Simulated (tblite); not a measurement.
Compound: C3H8O2Si.
Cartesian coordinates in Å at the GFN2-xTB level; atoms count from 1:
```
atom  x, y, z in Å
C1     2.2500    0.0462    0.5353
O2     1.0055   -0.5842    0.3810
Si3   -0.3892   -0.0324   -0.2176
C4    -1.6518   -1.3623    0.2392
C5    -0.8726    1.6517    0.5867
O6    -0.0834    2.3461    1.1820
H7     2.7579    0.1196   -0.4287
H8     2.1295    1.0458    0.9531
H9     2.8491   -0.5632    1.2124
H10   -0.3302    0.2451   -1.6613
H11   -1.6386   -1.5900    1.3009
H12   -2.6552   -1.0437   -0.0228
H13   -1.4481   -2.2835   -0.2958
H14   -1.9236    2.0043    0.4933
```

Level: GFN2-xTB in tblite, geometry and Hessian alike; calculated harmonic values, unscaled, isolated species. The method is semi-empirical: single wavenumbers can be off by several per cent or more. Modes of hydrogen on silicon can be 10 to 20 % off. One conformer, not necessarily the lowest.

Harmonic wavenumbers (cm⁻¹): 53.9, 87.7, 95.9, 112.7, 127.4, 153.0, 202.0, 266.2, 394.1, 601.4, 609.2, 681.4, 738.0, 772.0, 803.0, 834.3, 864.0, 1127.5, 1138.2, 1155.6, 1370.9, 1373.3, 1412.4, 1475.6, 1476.0, 1478.1, 1484.3, 1737.2, 2181.1, 2684.6, 2964.4, 2994.2, 2995.9, 3041.6, 3057.2, 3059.6.

A = 2941, B = 2688, C = 1552 MHz; mass 104.029 u (most abundant isotopes); point group C1, symmetry number 1.

Problem. Zero-point energy?

Solution. ½Σν̃ = 22802 cm⁻¹ = 65.19 kcal/mol.

Problem. What is S at 298.15 K and 1 bar for an ideal gas of classical rigid rotors and harmonic oscillators?

Solution. Translation 39.86, rotation 27.66, vibration 28.00: S = 95.5 cal/(mol K).

Problem. And Cp and H(298.15 K) − H(0)?

Solution. Cp = 32.25 cal/(mol K), of which vibrations give 24.30 (their classical limit is 36 R = 71.5); H(298.15 K) − H(0) = 6.53 kcal/mol without the zero-point energy, 4.16 from vibrations.

Problem. How do the functions run with temperature in this model?

Solution. 
| T (K) | S (cal/(mol K)) | Cp (cal/(mol K)) | H − H(0) (kcal/mol) | G − H(0) (kcal/mol) | ln q(vib) |
| --- | --- | --- | --- | --- | --- |
| 100 | 68.3 | 19.7 | 1.38 | -5.45 | 1.83 |
| 200 | 84.0 | 26.1 | 3.67 | -13.12 | 4.63 |
| 300 | 95.7 | 32.4 | 6.59 | -22.12 | 7.11 |
| 500 | 115.0 | 43.7 | 14.24 | -43.27 | 11.50 |
| 800 | 138.3 | 55.3 | 29.23 | -81.40 | 17.27 |
| 1000 | 151.2 | 60.6 | 40.85 | -110.38 | 20.72 |

q(vib) and H(0) count from the zero-point level.

Problem. Which modes carry the vibrational entropy at 298.15 K?

Solution. 53.9 cm⁻¹: 4.67; 87.7 cm⁻¹: 3.71; 95.9 cm⁻¹: 3.54; 112.7 cm⁻¹: 3.22; 127.4 cm⁻¹: 2.98; 153.0 cm⁻¹: 2.63 cal/(mol K); the other 30 give 7.25 together.

Problem. What must be added to the electronic energy to get the Gibbs energy at 298.15 K and 1 bar?

Solution. ZPE + [H(298.15 K) − H(0)] − T·S = 65.19 + 6.53 − 28.48 = 43.24 kcal/mol.

Problem. Blend soft modes into free rotors: weight 1/[1 + (100 cm⁻¹/ν̃)⁴] for the oscillator and the rest for a rotor with moment μB/(μ + B), μ = h/(8π²ν), B = 10⁻⁴⁴ kg m². What vibrational entropy results?

Solution. 25.79 cal/(mol K) in place of 28.00, which changes −T·S at 298.15 K by +0.66 kcal/mol.

Hindered rotation and anharmonicity are outside this model. Other conformers, if any are populated, would add a mixing term that is left out. The structure is chiral; the term R ln 2 for an equal mix with its mirror image is left out.
